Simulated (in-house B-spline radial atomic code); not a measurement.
Configurations of neutral gallium, with energies counted from [Ar] 3d10 4s2 4p1. All numbers are computed (Dirac-Hartree-Fock, average of configuration; Fermi nucleus of rms radius 3.9973 fm) with a B-spline radial code for spherical atoms, not measured. Energies include first-order Breit, QED and recoil terms.

Occupations are held fixed; configurations that lie above the ionisation limit could autoionise.

```json
{"configuration": "[Ar] 3d10 4s2 5p1", "E - E(ref) (eV)": "3.6552", "highest orbital": "5p3/2", "its <r> (bohr)": "10.77"}
{"configuration": "[Ar] 3d10 4s2 4d1", "E - E(ref) (eV)": "3.9034", "highest orbital": "4d5/2", "its <r> (bohr)": "10.15"}
{"configuration": "[Ar] 3d10 4s2 7p1", "E - E(ref) (eV)": "4.8509", "highest orbital": "7p3/2", "its <r> (bohr)": "33.66"}
{"configuration": "[Ar] 3d10 4s2 6f1", "E - E(ref) (eV)": "5.0656", "highest orbital": "6f7/2", "its <r> (bohr)": "47.97"}
{"configuration": "[Ar] 3d10 4s2 8d1", "E - E(ref) (eV)": "5.1629", "highest orbital": "8d5/2", "its <r> (bohr)": "69.62"}
{"configuration": "[Ar] 3d9 4s2 4p1 7f1", "E - E(ref) (eV)": "24.713", "highest orbital": "7f5/2", "its <r> (bohr)": "67.43"}
```

**Question.** Order these further configurations by energy, lowest first.
A. [Ar] 3d10 4s1 4p1 6g1
B. [Ar] 3d10 4s2 5g1
C. [Ar] 3d10 4s2 8s1
D. [Ar] 3d9 4s2 4p1 4f1
E. [Ar] 3d9 4s2 4p1 5s1

**Answer.** B (4.8995 eV), C (4.954 eV), A (10.78 eV), E (22.082 eV), D (24.14 eV).

**Question.** How far above the reference does [Ar] 3d10 4s2 7d1 lie?

**Answer.** 5.0608 eV; its least bound orbital is 7d5/2 with <r> = 50.25 bohr.
